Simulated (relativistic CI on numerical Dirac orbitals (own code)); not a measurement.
# Tc²⁺: 4d valence photoemission

Computed with this model: Dirac-Coulomb-Breit CI, separate exchange-only KLI orbitals for each configuration, QED by a radiative potential, valence Slater integrals scaled by 0.8, multiplet model of photoemission in the sudden approximation; configurations [Kr] 4d5 → [Kr] 4d4; 80 K; Lorentzian 0.42 eV and Gaussian 0.5 eV FWHM. Energies are those of the free ion, without screening or charge transfer. The energies are binding energies and can lie tens of eV above those of solids. S is read from ⟨S²⟩ = S(S + 1).

Field parameters in Wybourne normalisation: D4h B²₀ = −7Ds, B⁴₀ = 21(Dq − Dt), B⁴₄ = 21√(5/14) Dq; Oh B⁴₀ = 21Dq, B⁴₄ = √(5/14) B⁴₀; Td as Oh with Dq negative (B⁴₀ = 21Dq, B⁴₄ = √(5/14) B⁴₀). The field is a parameter set, without covalency.

free ion: ground-state S = 2.49, centroid 28.49 eV. Peaks (eV, height): 28.5 (100).

Td, 10Dq = -14000 cm⁻¹: ground-state S = 2.48, centroid 28.48 eV. Peaks (eV, height): 27.8 (100), 29.5 (68).

Oh, 10Dq = 12200 cm⁻¹: ground-state S = 2.48, centroid 28.48 eV. Peaks (eV, height): 27.6 (71), 29.1 (100).

D4h, 10Dq = 22000, Ds = 1150, Dt = 250 cm⁻¹: ground-state S = 0.53, centroid 28.11 eV. Peaks (eV, height): 27.6 (100), 28.6 (59).

Oh, 10Dq = 9400 cm⁻¹: ground-state S = 2.49, centroid 28.49 eV. Peaks (eV, height): 27.8 (72), 28.9 (100).

Td, 10Dq = -15600 cm⁻¹: ground-state S = 2.45, centroid 28.47 eV. Peaks (eV, height): 27.7 (100), 29.6 (67).

Strongest unbroadened transitions for Td, 10Dq = -15600 cm⁻¹:

```
Energy (eV)  Relative strength
      27.53               28.1
      27.56               85.6
      27.63               92.4
      27.71               55.7
      27.75              100.0
      27.82               98.5
      27.87               13.7
      27.89               21.6
      27.90               12.4
      29.47               14.3
      29.49               35.7
      29.50               37.2
      29.65               32.7
      29.66               92.1
      29.67               24.5
      29.70               38.6
      29.71               32.9
      29.73               12.6
```
